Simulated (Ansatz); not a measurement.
`[F][GeH2][AlH2]` + `[SiH3]S` → `[AlH2][S][SiH3]` + `[F][GeH3]` at 700 K and 1 bar (cleavage of the Al–Ge bond).

Isolated molecules relaxed with PBE0-D4/def2-TZVP in Ansatz; ΔE leaves out vibrations. CBS: MP2 limit from def2 TZ/QZ plus the TZ coupled-cluster correction, frozen cores. For Ge outer-core shells are correlated without core-valence functions, which leaves a few kJ/mol of doubt a bond. Scalar relativity is left out up to krypton.

```json
{"species": "`[F][GeH2][AlH2]`", "CCSD(T)/CBS energy (Eh)": "-2420.33314", "H − E (kJ/mol)": "144.2", "S (J/(mol·K))": "421.5"}
{"species": "`[SiH3]S`", "CCSD(T)/CBS energy (Eh)": "-689.27336", "H − E (kJ/mol)": "135.5", "S (J/(mol·K))": "340.5"}
{"species": "`[AlH2][S][SiH3]`", "CCSD(T)/CBS energy (Eh)": "-931.92152", "H − E (kJ/mol)": "174.2", "S (J/(mol·K))": "430.7"}
{"species": "`[F][GeH3]`", "CCSD(T)/CBS energy (Eh)": "-2177.72589", "H − E (kJ/mol)": "105.3", "S (J/(mol·K))": "308.2"}
```

H − E and S are ideal-gas, rigid-rotor, harmonic terms from PBE0-D4/def2-TZVP. 1 Eh = 2625.50 kJ/mol, R = 8.31446 J/(mol·K).

Question: By hand: ΔE, ΔH, ΔS and ΔG.

Answer: ΔE = (-931.92152) + (-2177.72589) − (-2420.33314) − (-689.27336) = -0.04091 Eh = -107.4 kJ/mol. Δ(H − E) = 174.2 + 105.3 − 144.2 − 135.5 = -0.2, so ΔH = -107.6 kJ/mol. ΔS = 430.7 + 308.2 − 421.5 − 340.5 = -23.1 J/(mol·K). ΔG = -107.6 − 700 × (-23.1)/1000 = -91.4 kJ/mol.

Question: By hand: the equilibrium constant, and the temperature at which ΔG would vanish if ΔH and ΔS stayed fixed.

Answer: log₁₀ K = −ΔG/(RT ln 10) = 6.8. ΔG = 0 at ΔH/ΔS = 4658 K, far beyond where these terms or the molecules hold.

ΔH outweighs TΔS. A doubt of 5 kJ/mol in ΔE shifts log₁₀ K by 0.4 here. These are equilibria of isolated gas molecules and say nothing of rates. Largest T1 diagnostic: 0.012 (customary marks: 0.02 for closed shells, 0.045 for open ones).
